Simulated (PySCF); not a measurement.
**I⁺ (iodine, charge +1) across methods**

[Kr] 4d10 5s1 5p5, high-spin 3P determinant (an excited configuration). All numbers are calculated (PySCF 2.14, the spin-free X2C one-electron Hamiltonian (Gaussian nucleus), in x2c-TZVPPall).

| method | E (hartree) | mean ε 5s α (eV) | mean ε 5p α (eV) | mean ε 5p β (eV) | Σ⟨r²⟩ (bohr²) | ⟨S²⟩ |
| --- | --- | --- | --- | --- | --- | --- |
| LDA | -7108.25 | -27.973 | -16.766 | -15.452 | 52.01 | 2.002 |
| UHF | -7111.86565 | -36.105 | -21.388 | -17.432 | 53.00 | 2.015 |
| r2SCAN | -7114.78 | -28.709 | -17.166 | -15.349 | 52.22 | 2.007 |
| PBE | -7114.34 | -27.763 | -16.647 | -15.215 | 52.07 | 2.003 |
| r2SCAN0 | -7114.75 | -30.765 | -18.404 | -16.155 | 52.27 | 2.008 |
| M06 | -7114.89 | -29.679 | -17.888 | -15.941 | 52.40 | 2.004 |
| M06-L | -7114.63 | -28.206 | -16.849 | -15.110 | 52.77 | 2.005 |
| LC-wPBE | -7114.28 | -33.537 | -20.789 | -18.593 | 51.92 | 2.004 |
| PBE0 | -7114.41 | -30.082 | -18.043 | -16.082 | 52.13 | 2.004 |
